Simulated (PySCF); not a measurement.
isopropylamine (C₃H₉N), SMILES CC(C)N. Atoms are numbered in the order given.

```xyz
13

C      0.0948    -0.6990    -1.2630
C     -0.3599     0.0306     0.0000
C      0.0948    -0.6990     1.2630
N      0.2078     1.3800     0.0000
H     -0.3084    -1.7232    -1.2979
H      1.1949    -0.7495    -1.2963
H     -0.2470    -0.1733    -2.1703
H     -1.4739     0.0362     0.0000
H     -0.2470    -0.1733     2.1703
H      1.1949    -0.7495     1.2963
H     -0.3084    -1.7232     1.2979
H     -0.1185     1.8998     0.8157
H     -0.1185     1.8998    -0.8157
```

Geometry optimised at B3LYP-D3(BJ)/def2-SVP. Other conformers were not sampled.

The numbers are results of PySCF with PBE0/pcSseg-1, not measurements.

GIAO shieldings, no solvent; atoms alike by connectivity are averaged. δ = σ(ref) − σ: ¹³C against TMS (σ = 186.3 ppm); ¹⁵N against NH3 (σ = 267.4 ppm); ¹H against TMS (σ = 31.56 ppm), references at their B3LYP-D3(BJ)/def2-TZVP geometries, non-relativistic.

```
atoms                     nucleus  count     δ (ppm)
------------------------  -------  -----  ----------
C2                            ¹³C      1  (withheld)
C1, C3                        ¹³C      2  (withheld)
N4                            ¹⁵N      1        60.6
H8                             ¹H      1  (withheld)
H5, H6, H7, H9, H10, H11       ¹H      6        1.30
H12, H13                       ¹H      2        0.70
```

Q: Some entries are withheld; supply them. (An estimate is asked for; the answer gives what the named calculation found.)

A: 
- C2, δ (ppm): 47.7
- C1, C3, δ (ppm): 28.6
- H8, δ (ppm): 3.41
